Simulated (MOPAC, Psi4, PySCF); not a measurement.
Interaction energy of H4Ge ··· O2S (SMILES [GeH4] and O=S=O). Monomers: optimised at B3LYP-D3(BJ) (def2-TZVP), held rigid. Orientation: lowest of the rigid-body minima from ten starts at GFN2-xTB. The monomers approach along the line of their centres of mass (distance R); nothing else relaxes.

RKS-B3LYP/LANL2DZ = restricted B3LYP/LANL2DZ, with its core potentials past Ne, no counterpoise correction run with PySCF 2.14.0; RKS-B3LYP/6-31G* = restricted B3LYP/6-31G*, spherical d, no counterpoise correction in PySCF; AM1, restricted, heats of formation (MOPAC); SAPT0/jun-cc-pVDZ, frozen core (Psi4).

Interaction energies in kcal/mol; the last columns give the difference from SAPT0:

| R / Å | RKS-B3LYP/LANL2DZ | RKS-B3LYP/6-31G* | AM1 | SAPT0/jun-cc-pVDZ | RKS-B3LYP/LANL2DZ − SAPT0/jun-cc-pVDZ | RKS-B3LYP/6-31G* − SAPT0/jun-cc-pVDZ | AM1 − SAPT0/jun-cc-pVDZ |
|---|---|---|---|---|---|---|---|
| 2.40 | 60.86 | 48.94 | 28.67 | 43.48 | 17.38 | 5.46 | -14.81 |
| 2.57 | 36.67 | 29.71 | 16.65 | 26.37 | 10.30 | 3.34 | -9.73 |
| 2.81 | 17.01 | 14.10 | 7.57 | 12.27 | 4.75 | 1.83 | -4.70 |
| 3.00 | 8.75 | 7.44 | 4.14 | 6.18 | 2.57 | 1.26 | -2.04 |
| 3.23 | 3.54 | 3.11 | 2.19 | 2.24 | 1.29 | 0.87 | -0.05 |
| 3.43 | 1.37 | 1.22 | 1.37 | 0.57 | 0.80 | 0.65 | 0.80 |
| 3.73 | 0.10 | -0.01 | 0.72 | -0.41 | 0.51 | 0.40 | 1.12 |
| 3.98 | -0.16 | -0.35 | 0.42 | -0.59 | 0.43 | 0.24 | 1.01 |
| 4.49 | -0.14 | -0.40 | 0.13 | -0.46 | 0.32 | 0.06 | 0.60 |
| 5.16 | -0.04 | -0.19 | 0.03 | -0.23 | 0.20 | 0.04 | 0.26 |
| 6.20 | -0.01 | -0.02 | 0.00 | -0.08 | 0.07 | 0.06 | 0.08 |
| 7.48 | 0.00 | 0.00 | 0.00 | -0.03 | 0.02 | 0.03 | 0.03 |

RKS-B3LYP/LANL2DZ is furthest from SAPT0/jun-cc-pVDZ at 2.40 (17.38 kcal/mol, above); its mean absolute difference over the points is 3.22 kcal/mol.

RKS-B3LYP/6-31G* is furthest from SAPT0/jun-cc-pVDZ at 2.40 (5.46 kcal/mol, above); its mean absolute difference over the points is 1.19 kcal/mol.

AM1 is furthest from SAPT0/jun-cc-pVDZ at 2.40 (-14.81 kcal/mol, below); its mean absolute difference over the points is 2.94 kcal/mol.
